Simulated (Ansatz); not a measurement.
Wavefunction ladder for C₂H₉NOSi (`C[SiH](N)CO`)

Cartesian coordinates in Å:
```
C -0.2017 -0.2161 -1.7748
Si -0.3394 0.5527 -0.0835
N 1.2512 1.0747 0.3797
C -0.7858 -0.7184 1.2362
O 0.3125 -1.5984 1.4372
H 0.4647 -1.0815 -1.7445
H 0.1818 0.4930 -2.5126
H -1.1810 -0.5566 -2.1195
H -1.3583 1.6481 -0.0917
H 1.3607 1.6886 1.1728
H 1.9056 1.3310 -0.3429
H -1.0787 -0.2273 2.1774
H -1.6445 -1.3231 0.9272
H 1.1128 -1.0667 1.3390
```

Total charge 0; spin multiplicity 1. The geometry is a stationary point of PBE0-D4/def2-TZVP. It is one conformer, not always the lowest. Frozen core, restricted reference, Ansatz 0.2.0. CBS rows extrapolate triple and quadruple zeta; past MP2 they add the triple-zeta difference.

| basis | HF (Eh) | MP2 corr. | CCSD corr. | (T) | CCSD(T) total |
| --- | --- | --- | --- | --- | --- |
| def2-SVP | -498.99625 | ? | -0.80503 | ? | ? |
| def2-TZVPP | ? | -0.93763 | -0.98505 | -0.03692 | ? |
| def2-QZVPP | -499.37306 | -1.00485 | – | – | – |
| CBS(def2) | -499.37574 | ? | -1.10208 | as TZ | ? |

Question: Fill in the withheld values. (Estimate.)

Answer: Computed: def2-SVP MP2 corr.: -0.74632; def2-SVP (T): -0.02082; def2-SVP CCSD(T) total: -499.82210; def2-TZVPP HF (Eh): -499.35364; def2-TZVPP CCSD(T) total: -500.37561; CBS(def2) MP2 corr.: -1.05465; CBS(def2) CCSD(T) total: -500.51474.
